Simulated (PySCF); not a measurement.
Cost of excited-state runs on `C1[C@H](F)[C@@H](F)[Se][Si@@H]1F`, C$_{3}$H$_{5}$F$_{3}$SeSi

Geometry:
| atom | x (Å) | y (Å) | z (Å) |
| --- | --- | --- | --- |
| F1 | -0.658 | -0.676 | -1.776 |
| C2 | -0.756 | -0.727 | -0.404 |
| C3 | 0.627 | -0.875 | 0.207 |
| Si4 | 1.501 | 0.822 | 0.189 |
| F5 | 2.600 | 0.863 | -0.983 |
| Se6 | -0.284 | 2.131 | -0.284 |
| C7 | -1.447 | 0.560 | 0.043 |
| F8 | -1.724 | 0.472 | 1.378 |
| H9 | -1.403 | -1.583 | -0.170 |
| H10 | 0.518 | -1.239 | 1.227 |
| H11 | 1.186 | -1.618 | -0.358 |
| H12 | 2.231 | 1.155 | 1.397 |
| H13 | -2.395 | 0.716 | -0.483 |

PySCF with density fitting, on 1 thread of an Arm Neoverse V1, shared host. Command: `OMP_NUM_THREADS=1 python excited_run.py task.json out`

(1) How long does this run take, and how much memory?
- circular dichroism and optical rotation, PBE0/def2-SVPD; 12 states

Results:

(1) 
| run | level | basis functions | wall time | peak memory (GiB) |
| --- | --- | --- | --- | --- |
| circular dichroism and optical rotation | PBE0/def2-SVPD | 234 | 2.6 min | 0.99 |

Times from a shared host are rough.
